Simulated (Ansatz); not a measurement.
One change: `CBCF` becomes `CBC(F)S`.

Ansatz, PBE0-D4/def2-TZVP geometries, multiplicity 1. Each molecule was computed in one conformer, which needn't be the lowest.

```json
{"property": "size of the dipole moment (B3LYP/def2-TZVPP) / D", "`CBCF`": "2.30"}
{"property": "LUMO energy (B3LYP/def2-TZVPP) / eV", "`CBCF`": "-1.30"}
{"property": "HOMO energy (PBE0/def2-TZVPP) / eV", "`CBCF`": "-8.64"}
{"property": "LUMO energy (PBE/def2-TZVPP) / eV", "`CBCF`": "-2.08"}
{"property": "HOMO energy (PBE/def2-TZVPP) / eV", "`CBCF`": "-7.04"}
{"property": "HOMO–LUMO gap (PBE/def2-TZVPP) / eV", "`CBCF`": "4.96"}
```

**Question.** Give the same properties after the change, and the shifts. (Estimate.)

**Answer.** The calculation gave: 
```csv
property,`CBC(F)S`,shift
size of the dipole moment (B3LYP/def2-TZVPP) / D,1.90,-0.40
LUMO energy (B3LYP/def2-TZVPP) / eV,-0.66,0.64
HOMO energy (PBE0/def2-TZVPP) / eV,-7.94,0.70
LUMO energy (PBE/def2-TZVPP) / eV,-1.37,0.71
HOMO energy (PBE/def2-TZVPP) / eV,-6.67,0.37
HOMO–LUMO gap (PBE/def2-TZVPP) / eV,5.29,0.33
```

Dipoles are sizes alone; their direction can turn.

B3LYP here is the variant with VWN-RPA as its local correlation; programs differ in this.
